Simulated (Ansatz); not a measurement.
Program: Ansatz. Geometries: PBE0-D4/def2-TZVP. ΔE: electronic, gas phase. CCSD(T)/CBS adds triple-zeta CCSD(T) − MP2 to the extrapolated MP2 energy (def2 sets, frozen cores). This one scheme is used for every species. Functionals use def2-TZVPP. Each species was taken in one conformer, which may not be the lowest.

Reaction (silylene formation by 1,1-elimination): `[F][AlH][CH](F)[SiH3]` → `F[CH2][AlH][F]` + `[SiH2]`

```json
{"species": "`[F][AlH][CH](F)[SiH3]`", "PBE energy (Eh)": "-772.35444"}
{"species": "`F[CH2][AlH][F]`", "PBE energy (Eh)": "-481.80845"}
{"species": "`[SiH2]`", "PBE energy (Eh)": "-290.45826"}
```

Question: Work out ΔE.

Answer: ΔE = (-481.80845) + (-290.45826) − (-772.35444) = 0.08773 Eh = +230.3 kJ/mol. CCSD(T)/CBS gives +232.2 kJ/mol.

Largest T1 diagnostic among the species: 0.014.

The D4 term adds +13.2 kJ/mol with B3LYP and +7.1 kJ/mol with PBE0; it sums over pairs of atoms, weighted by their polarisabilities, and B3LYP, whose exchange is more repulsive, gets the larger term. In def2-TZVPP, CCSD(T) changes the Hartree–Fock value by +17.8 kJ/mol (the triples alone add +5.6 kJ/mol) and MP2 by +36.1 kJ/mol. From PBE to PBE0 (25 % exact exchange), in def2-TZVPP and without D4, ΔE moves by +6.3 kJ/mol.

B3LYP here is the variant with VWN-RPA as its local correlation; programs differ in this.
